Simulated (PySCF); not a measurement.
One ligand Y is varied and pulled off as a radical: Cd(Cl)1–Y. All species are isolated molecules in the gas phase. One relaxed conformer stands for each flexible species; it need not be the lowest. Multiplicities are imposed; where one is given, others were not computed. Strings in code marks are SMILES.

Computed with B3LYP-D3(BJ)/def2-TZVP // r2SCAN-D4/def2-SVP (PySCF). B3LYP has the VWN-RPA correlation part, as in Gaussian. 

```csv
species,mean distance from the central atom to its bonded neighbours (Å),coordination number
ligand removed as a radical ([Cd(Cl)]),2.366,1
Y = Cl ([Cd(Cl)2]),2.276,2
Y = F ([Cd(Cl)(F)]),2.096,…
Y = CH3 ([Cd(Cl)(CH3)]),2.197,…
```

Q: What belongs in the gaps?

A: 
- Y = F ([Cd(Cl)(F)]), coordination number: 2
- Y = CH3 ([Cd(Cl)(CH3)]), coordination number: 2
